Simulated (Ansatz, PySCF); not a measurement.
C2H8Si2, SMILES C(/[SiH3])=C\[SiH3].

Geometry optimised at PBE0-D3(BJ)/def2-SVP.

Vertical ionisation energy (IE) and electron affinity (EA) in eV. Rows of orbital energies are one-electron estimates. Where ΔSCF, EOM or ADC give a negative EA the extra electron is unbound and the value depends on the basis.

| level | IE | EA |
|---|---|---|
| −ε(HOMO), −ε(LUMO), B3LYP/def2-TZVP (PySCF) | 7.81 | 1.21 |
| −ε(HOMO), −ε(LUMO), PBE/def2-TZVP (PySCF) | 6.94 | 2.00 |
| ΔSCF, CAM-B3LYP/def2-SVPD (Ansatz), final states of multiplicity 2 and 2 | 10.03 | -0.78 |
| ΔSCF, PBE/def2-SVPD (Ansatz), final states of multiplicity 2 and 2 | 9.66 | -0.67 |

Problem. What vertical singlet–triplet gap does ΔSCF give with CAM-B3LYP/def2-SVPD (Ansatz, an electronic-structure program) and with PBE/def2-SVPD (Ansatz)? (An estimate is asked for; the answer gives what the named calculation found.)

Solution. 4.04 and 4.06 eV (triplet above singlet where positive).
